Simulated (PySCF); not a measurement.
Si(H)(Me)2(SH) (C₂H₈SSi), SMILES C[SiH](C)S. Atoms are numbered in the order given.

```xyz
12

Si    -0.3960     0.4125     0.0000
C     -1.2311    -0.2565    -1.5479
C     -1.2311    -0.2565     1.5479
S      1.7259    -0.0511     0.0000
H     -0.4143     1.9034     0.0000
H     -1.1780    -1.3573    -1.5744
H     -0.7422     0.1304    -2.4551
H     -2.2952     0.0323    -1.5742
H     -0.7422     0.1304     2.4551
H     -1.1780    -1.3573     1.5744
H     -2.2952     0.0323     1.5742
H      1.5483    -1.3937     0.0000
```

Geometry optimised at B3LYP-D3(BJ)/def2-SVP. One conformer was computed; it need not be the lowest.

All values below come from B3LYP-D3(BJ)/def2-SVP (PySCF 2.14.0).

Frequencies are harmonic and unscaled.

Computed harmonic wavenumbers and intensities:
```csv
mode,ν (cm⁻¹),IR (km/mol),moving atoms (share of kinetic energy)
1,147,5.7,"H 67 %, C 21 %"
2,160,0.2,H 99 %
3,169,0.2,H 92 %
4,196,1.5,"H 41 %, C 39 %, S 13 %"
5,212,19.2,"H 51 %, S 22 %, C 17 %, Si 9 %"
6,228,4.3,"Si 36 %, H 35 %, C 25 %"
7,471,25.9,"S 48 %, Si 35 %, C 9 %"
8,621,11.6,H 96 %
9,624,6.2,H 94 %
10,659,22.4,"C 51 %, H 25 %, Si 23 %"
11,695,6.0,"H 49 %, C 36 %, Si 15 %"
12,770,38.7,"H 52 %, C 26 %, Si 22 %"
13,814,3.6,"H 82 %, C 9 %"
14,862,46.1,"H 66 %, C 23 %, Si 11 %"
15,898,192.2,"H 78 %, Si 11 %, C 11 %"
16,902,107.8,"H 81 %, C 11 %, Si 9 %"
17,1267,27.5,"H 78 %, C 22 %"
18,1273,11.7,"H 79 %, C 20 %"
19,1427,1.1,H 95 %
20,1429,1.0,H 95 %
21,1435,5.1,H 96 %
22,1441,5.9,H 96 %
23,2222,123.4,H 97 %
24,2661,3.5,H 97 %
25,3025,2.8,H 97 %
26,3026,5.5,H 97 %
27,3112,0.0,"H 91 %, C 9 %"
28,3114,14.0,"H 91 %, C 9 %"
29,3131,5.5,"H 91 %, C 9 %"
30,3131,2.3,"H 91 %, C 9 %"
```
